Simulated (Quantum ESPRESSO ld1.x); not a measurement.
The numbers below are computed, except where a source is named.
All-electron atom: Ta4+ in [Xe] 4f14 6s1 (not the ground configuration). Level of theory: scalar-relativistic Kohn-Sham, LDA (Slater exchange, Perdew-Zunger correlation), spin-polarised, spherical densities, point nucleus; open shells are filled with parallel spins first (ld1.x of Quantum ESPRESSO 7.5).

Unscreened Slater integrals over Kohn-Sham orbitals (cm^-1). They are taken over the spin-up orbitals. Empty in this configuration: 5d, 6p.

integral    value
F0(6p,6p)   68252
F2(6p,6p)   37535
F0(6p,6s)   72990
G1(6p,6s)   46460
F0(6p,5d)   80489
F2(6p,5d)   31420
G1(6p,5d)   14701
G3(6p,5d)   12630
F0(6p,4f)   90453
F2(6p,4f)   13376
G2(6p,4f)  3661.3
G4(6p,4f)  3365.9
F0(6s,6s)   79581
F0(6s,5d)   90633
G2(6s,5d)   24227
F0(6s,4f)  103710
G3(6s,4f)  4386.6
F0(5d,5d)  115930
F2(5d,5d)   61451
F4(5d,5d)   40978
F0(5d,4f)  147410
F2(5d,4f)   36391
F4(5d,4f)   17542
G1(5d,4f)   14929
G3(5d,4f)   12873
G5(5d,4f)  9998.1
F0(4f,4f)  320400
F2(4f,4f)  153590
F4(4f,4f)   96615
F6(4f,4f)   69578
